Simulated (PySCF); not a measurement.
# Correlation energy of Si⁺ (silicon, charge +1)

[Ne] 3s2 3p1, 2P determinant. Computed with PySCF 2.14 in aug-cc-pVDZ-DK, with the spin-free X2C one-electron Hamiltonian (Gaussian nucleus). Frozen: [Ne]; 3 electrons correlated.

MP2 pair energies summed by pair of shells (mhartree):

```csv
pair,energy,share (%)
3s-3s,-20.37,58.1
3s-3p,-14.68,41.9
```

Total MP2 correlation energy: -35.05 mhartree.

Same-spin part -2.26 and opposite-spin part -32.79 mhartree; SCS-MP2 scales them by 1/3 and 6/5 to -40.11 mhartree.

| level | correlation energy (mhartree) |
| --- | --- |
| CCSD | -53.44 |
| (T) | -0.68 |
| CCSD(T) | -54.12 |

Diagnostics: T1 = 0.013, D1 = 0.0299, largest double amplitude 0.107.

Cost of the coupled-cluster step: 0.12 s of wall time on 1 thread of Neoverse-V2 (shared host), for 3 correlated electrons.
